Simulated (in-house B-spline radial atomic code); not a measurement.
Orbital energies and mean radii along the 49-electron series, configuration [Kr] 4d10 5s2 5p1. The effective charge is n√(-2ε), a non-relativistic measure. Computed with an all-electron radial atomic-structure program (B-spline basis): Dirac-Hartree-Fock, average of the configuration, finite nuclei.

| ion | Z | energy of 5p1/2 (Eh) | mean radius of 5p1/2 (bohr) | energy of 5s1/2 (Eh) | mean radius of 5s1/2 (bohr) | effective charge of 5p1/2 |
| --- | --- | --- | --- | --- | --- | --- |
| In | 49 | -0.20129 | 3.6686 | -0.39653 | 2.7248 | 3.1725 |
| Sn+ | 50 | -0.52111 | 2.883 | -0.76677 | 2.3776 | 5.1044 |
| Sb2+ | 51 | -0.91043 | 2.4822 | -1.2076 | 2.1389 | 6.7469 |
| Te3+ | 52 | -1.3601 | 2.2162 | -1.7083 | 1.9594 | 8.2466 |
| I4+ | 53 | ? | ? | ? | ? | ? |
| Xe5+ | 54 | ? | ? | ? | ? | ? |
| Cs6+ | 55 | -3.0327 | 1.7361 | -3.5316 | 1.5982 | 12.314 |
| Ba7+ | 56 | -3.6914 | 1.6287 | -4.2402 | 1.5115 | 13.586 |
| La8+ | 57 | ? | ? | ? | ? | ? |
| Ce9+ | 58 | -5.1543 | 1.4555 | -5.8029 | 1.3677 | 16.054 |
| Pr10+ | 59 | -5.9574 | 1.3841 | -6.6559 | 1.307 | 17.259 |

Problem. Fill in the row of I4+.

Solution. energy of 5p1/2 (Eh): -1.8655; mean radius of 5p1/2 (bohr): 2.019; energy of 5s1/2 (Eh): -2.2642; mean radius of 5s1/2 (bohr): 1.8165; effective charge of 5p1/2: 9.6578.

Problem. Fill in the row of Xe5+.

Solution. energy of 5p1/2 (Eh): -2.4236; mean radius of 5p1/2 (bohr): 1.8636; energy of 5s1/2 (Eh): -2.8725; mean radius of 5s1/2 (bohr): 1.6984; effective charge of 5p1/2: 11.008.

Problem. Fill in the row of La8+.

Solution. energy of 5p1/2 (Eh): -4.3989; mean radius of 5p1/2 (bohr): 1.5362; energy of 5s1/2 (Eh): -4.9975; mean radius of 5s1/2 (bohr): 1.4353; effective charge of 5p1/2: 14.83.

Problem. How does the screening of 5p1/2 change?

Solution. Z less the effective charge goes from 45.83 at Z = 49 to 41.74 at Z = 59.
